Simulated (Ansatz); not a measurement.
C3H9N, charge +1, doublet, at a GFN2-xTB geometry (a state made from the parent by changing its charge; the spin is typed, not shown lowest). Base run: HF/def2-SV(P) run with Ansatz (an electronic-structure program).

Ansatz was given this input:
Ansatz 0.2 input:
```yaml
crystal:
  periodic: [false, false, false]
  atoms:
    - {symbol: C, position_ang: [-1.87761304, -0.02967552, 0.29886607]}
    - {symbol: C, position_ang: [-0.54527468, -0.43039412, -0.28775865]}
    - {symbol: N, position_ang: [0.53940486, 0.31372074, 0.19558742]}
    - {symbol: C, position_ang: [1.87421445, 0.14178183, -0.20822487]}
    - {symbol: H, position_ang: [-2.11070859, 1.01066545, 0.07631984]}
    - {symbol: H, position_ang: [-2.66859392, -0.64768885, -0.11588086]}
    - {symbol: H, position_ang: [-1.88719452, -0.15115959, 1.38109159]}
    - {symbol: H, position_ang: [-0.35656097, -1.50775647, -0.11393147]}
    - {symbol: H, position_ang: [-0.57203590, -0.36416711, -1.39247380]}
    - {symbol: H, position_ang: [0.34705931, 1.03011919, 0.88915306]}
    - {symbol: H, position_ang: [2.28186136, 1.07888124, -0.61359215]}
    - {symbol: H, position_ang: [1.96655349, -0.64844603, -0.95182811]}
    - {symbol: H, position_ang: [2.51582523, -0.08676611, 0.65473459]}
basis:
  gaussian:
    orbitals: def2-SV_P_.json
hamiltonian:
  xc: hf
total_charge: 1
magnetization: {spin_polarized: true, initial_magnetization: 1}
```
The basis file holds def2-SV(P) in the JSON format of the Basis Set Exchange.

Variants of this job, named by their change:

| change | ΔE vs base (mEh) |
|---|---|
| base | 0.000 |
| lower_state_search = light | 0.000 |
| point_charge = charge:1.0 position_ang:-0.296, 3.0315, 4.7985 | 93.448 |
| lower_state_search = off | 0.000 |
| accuracy = high | 0.001 |
| fitting.mean_field = def2-universal-JKFIT | 0.057 |
| nuclear_model = gaussian | 0.016 |
| point_charge = charge:-1.0 position_ang:0.2822, 5.6717, 0.1649 | -95.478 |
| point_charge = charge:0.5 position_ang:0.947, -5.3626, -1.7662 | 44.300 |
| fitting.mean_field = cc-pVTZ-JKFIT | 0.020 |
| forces = on | 0.000 |
